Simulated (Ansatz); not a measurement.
`[GaH2][SnH3]` + `C[SeH]` → `C[Se][GaH2]` + `[SnH4]`  (cleavage of the Ga–Sn bond)

Program: Ansatz. Geometries: PBE0-D4/def2-TZVP. ΔE: electronic, gas phase. CCSD(T)/CBS is the MP2 limit (def2-TZVPP, def2-QZVPP) plus CCSD(T) − MP2 in def2-TZVPP, frozen cores. DFT in def2-TZVPP. HSE06 is defined as in plane-wave codes. def2 core potentials past Kr. For Ga, Se, Sn outer-core shells are correlated without core-valence functions, which leaves a few kJ/mol of doubt a bond. Scalar relativity is left out up to krypton.

(1) Is it downhill or uphill in electronic energy at CCSD(T)/CBS, and by how much? (Best estimate.)

(2) What do these levels give: BLYP-D4, r2SCANh-D4, r2SCAN0-D4, HSE06-D4, ωB97M-V, PBE-QIDH, PBE, HSE06, BHLYP, MP2/def2-SVP, HF/CBS(def2), MP2/CBS(def2)? (Best estimate.)

Largest T1 diagnostic among the species: 0.014.

## Answers

(1) The calculation gave: Downhill: ΔE = -60.4 kJ/mol.

(2) Computed: BLYP-D4 -60.9, r2SCANh-D4 -64.7, r2SCAN0-D4 -63.7, HSE06-D4 -60.3, ωB97M-V -60.8, PBE-QIDH -63.2, PBE -58.1, HSE06 -58.7, BHLYP -59.6, MP2/def2-SVP -69.6, HF/CBS(def2) -61.0, MP2/CBS(def2) -62.6 kJ/mol.

From BLYP to BHLYP (50 % exact exchange), in def2-TZVPP and without D4, ΔE moves by −3.5 kJ/mol. The D4 term adds −3.5 kJ/mol with B3LYP and −1.7 kJ/mol with PBE0; it sums over pairs of atoms, weighted by their polarisabilities, and B3LYP, whose exchange is more repulsive, gets the larger term. At CCSD(T), def2-SVP lies −3.2 kJ/mol from the extrapolated value and def2-TZVPP −3.2 kJ/mol.

B3LYP here is the variant with VWN-RPA as its local correlation; programs differ in this.
